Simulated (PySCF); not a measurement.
**Working with the constants of CuO⁻**

RHF-CCSD(T) constants of CuO⁻, ¹Σ⁺ (singlet), closed shell (Cu def2-TZVPPD, O def2-TZVPPD; no relativity (PySCF 2.14); masses 62.9296 and 15.9949 u):

```
ωe              : 661.9 cm⁻¹
ωexe            : 5.52 cm⁻¹
Be              : 0.45957 cm⁻¹
αe              : 0.00554 cm⁻¹
D (centrifugal) : 8.86e-07 cm⁻¹
```

Question: Give the band origin of the fundamental and the first lines of its P and R branches.

Answer: ν0 = ωe − 2ωexe = 650.9 cm⁻¹, B0 = 0.45680, B1 = 0.45126 cm⁻¹.

```
J″  P(J″) − ν0  R(J″) − ν0
 0                   0.903
 1      -0.914       1.794
 2      -1.838       2.674
 3      -2.774       3.543
 4      -3.721       4.401
 5      -4.678       5.248
 6      -5.647       6.084
```

Question: Near which J would the R branch turn back, without centrifugal distortion?

Answer: At J ≈ (B0 + B1)/(2(B0 − B1)) − 1 ≈ 81.

Correlated steps freeze 6 core orbitals. The CCSD T1 diagnostic is raised, a sign that a single reference may not be enough here.
